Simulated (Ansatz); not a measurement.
Geometry optimisation, DFT LDA, scalar-relativistic, plane waves, PAW (Ansatz 0.2.0).

input.yaml

```yaml
accuracy: low
crystal:
  lattice:
    - [5.048742, 0.0, 0.0]
    - [2.524371, 4.372339, 0.0]
    - [0.0, 0.0, 15.776426]
  atoms:
    - { symbol: H, position: [0.1666667, 0.1666667, 0.0633857] }
    - { symbol: H, position: [0.6666667, 0.1666667, 0.0633857] }
    - { symbol: H, position: [0.1666667, 0.6666667, 0.0633857] }
    - { symbol: H, position: [0.6666667, 0.6666667, 0.0633857] }
    - { symbol: C, position: [0.1666667, 0.1666667, 0.13311] }
    - { symbol: C, position: [0.6666667, 0.1666667, 0.13311] }
    - { symbol: C, position: [0.1666667, 0.6666667, 0.13311] }
    - { symbol: C, position: [0.6666667, 0.6666667, 0.13311] }
    - { symbol: C, position: [-0.1666667, 0.3333333, 0.1657717] }
    - { symbol: C, position: [0.3333333, 0.3333333, 0.1657717] }
    - { symbol: C, position: [-0.1666667, 0.8333333, 0.1657717] }
    - { symbol: C, position: [0.3333333, 0.8333333, 0.1657717] }
    - { symbol: C, position: [-0.1666667, 0.3333333, 0.2637569] }
    - { symbol: C, position: [0.3333333, 0.3333333, 0.2637569] }
    - { symbol: C, position: [-0.1666667, 0.8333333, 0.2637569] }
    - { symbol: C, position: [0.3333333, 0.8333333, 0.2637569] }
    - { symbol: C, position: [0.0, 0.0, 0.2964186] }
    - { symbol: C, position: [0.5, 0.0, 0.2964186] }
    - { symbol: C, position: [0.0, 0.5, 0.2964186] }
    - { symbol: C, position: [0.5, 0.5, 0.2964186] }
    - { symbol: H, position: [0.0, 0.5, 0.3661429] }
    - { symbol: H, position: [0.5, 0.5, 0.3661429] }
    - { symbol: Ge, position: [-0.0101208, 0.2472274, 0.4758001] }
    - { symbol: H, position: [-0.196833, 0.1049574, 0.4435058] }
    - { symbol: H, position: [0.3185713, 0.0606488, 0.4435058] }
    - { symbol: H, position: [-0.1522988, 0.5759251, 0.4435058] }
    - { symbol: H, position: [-0.0101208, 0.2472274, 0.5727803] }
basis:
  ecutwfc: 420.0
kpoints:
  mp_grid: { grid: [2, 2, 1] }
hamiltonian:
  xc: lda
  pseudopotentials: { kind: paw, azcp: { folder: soft_1 } }
scf:
  occupations: { method: fermi_dirac, width: 0.05 }
  lower_state_search: "off"
relax:
  f_tol: 0.08
  max_steps: 25
  adjacent_minimum: "off"
  constraints: [{ sites: [0, 1, 2, 3, 4, 5, 6, 7, 8, 9, 10, 11] }]
output:
  write_density: true
  write_potential: true
  elf: true
  volumetric_format: npy
```

Run as:

```bash
$ ansatz run input.yaml --threads 1 --pin off --max-ram 3072MiB --backend cpu --events-out ev --progress --plain --runs-dir out
```

**Question.** Where does it end, and by what steps?

**Answer.** The run converged. Limits of this set-up: coarse k mesh, thin slab, slab without dipole correction, no dispersion correction for a molecule that may bind weakly, PAW files made for another functional, low accuracy level. After 19 steps the energy has fallen by 5.605 eV; H27 moved furthest, 2.62 Å. Parted: Ge23–H25 (1.53 → 2.69 Å). Joined: C17–Ge23 (3.08 → 2.01 Å), C18–H25 (2.46 → 1.11 Å).

```json
{"step": "0", "energy less start (eV)": "0.0000", "largest force component (eV/Å)": "4.332", "accepted": "yes"}
{"step": "1", "energy less start (eV)": "-1.0219", "largest force component (eV/Å)": "1.626", "accepted": "yes"}
{"step": "2", "energy less start (eV)": "-1.2348", "largest force component (eV/Å)": "0.791", "accepted": "yes"}
{"step": "3", "energy less start (eV)": "-1.3321", "largest force component (eV/Å)": "0.294", "accepted": "yes"}
{"step": "4", "energy less start (eV)": "-1.3882", "largest force component (eV/Å)": "0.184", "accepted": "yes"}
{"step": "5", "energy less start (eV)": "-1.4424", "largest force component (eV/Å)": "0.252", "accepted": "yes"}
{"step": "6", "energy less start (eV)": "-1.5061", "largest force component (eV/Å)": "0.304", "accepted": "yes"}
{"step": "7", "energy less start (eV)": "-1.5794", "largest force component (eV/Å)": "0.370", "accepted": "yes"}
{"step": "8", "energy less start (eV)": "-1.6691", "largest force component (eV/Å)": "0.381", "accepted": "yes"}
{"step": "9", "energy less start (eV)": "-1.7917", "largest force component (eV/Å)": "0.559", "accepted": "yes"}
{"step": "10", "energy less start (eV)": "-1.9714", "largest force component (eV/Å)": "0.851", "accepted": "yes"}
{"step": "11", "energy less start (eV)": "-2.2564", "largest force component (eV/Å)": "1.280", "accepted": "yes"}
{"step": "12", "energy less start (eV)": "-2.7225", "largest force component (eV/Å)": "1.836", "accepted": "yes"}
{"step": "13", "energy less start (eV)": "-3.6014", "largest force component (eV/Å)": "2.414", "accepted": "yes"}
{"step": "14", "energy less start (eV)": "-4.4607", "largest force component (eV/Å)": "2.146", "accepted": "yes"}
{"step": "15", "energy less start (eV)": "-4.9411", "largest force component (eV/Å)": "2.862", "accepted": "yes"}
{"step": "16", "energy less start (eV)": "-5.3697", "largest force component (eV/Å)": "0.652", "accepted": "yes"}
{"step": "17", "energy less start (eV)": "-5.5328", "largest force component (eV/Å)": "0.364", "accepted": "yes"}
{"step": "18", "energy less start (eV)": "-5.5937", "largest force component (eV/Å)": "0.140", "accepted": "yes"}
{"step": "19", "energy less start (eV)": "-5.6046", "largest force component (eV/Å)": "0.014", "accepted": "yes"}
```

```xyz
27
Lattice="5.0487 0.0000 0.0000 2.5244 4.3723 0.0000 0.0000 0.0000 15.7764" Properties=species:S:1:pos:R:3
H 1.262 0.729 1.000
H 3.787 0.729 1.000
H 2.524 2.915 1.000
H 5.049 2.915 1.000
C 1.262 0.729 2.100
C 3.787 0.729 2.100
C 2.524 2.915 2.100
C 5.049 2.915 2.100
C 0.000 1.457 2.615
C 2.524 1.457 2.615
C 1.262 3.644 2.615
C 3.787 3.644 2.615
C 0.000 1.457 4.151
C 2.525 1.457 4.139
C 1.263 3.644 4.151
C 3.786 3.644 4.151
C 0.000 0.000 4.656
C 2.524 0.001 4.616
C 1.264 2.186 4.616
C 3.786 2.186 4.616
H 1.267 2.185 5.727
H 3.783 2.185 5.727
Ge -0.002 0.005 6.668
H -1.250 -0.680 7.245
H 2.522 0.003 5.727
H 0.021 1.430 7.243
H 1.215 -0.725 7.257
```

Time of the run: 100 s on 1 thread of Arm Neoverse V2, on a shared host, peak memory 0.5 GiB.
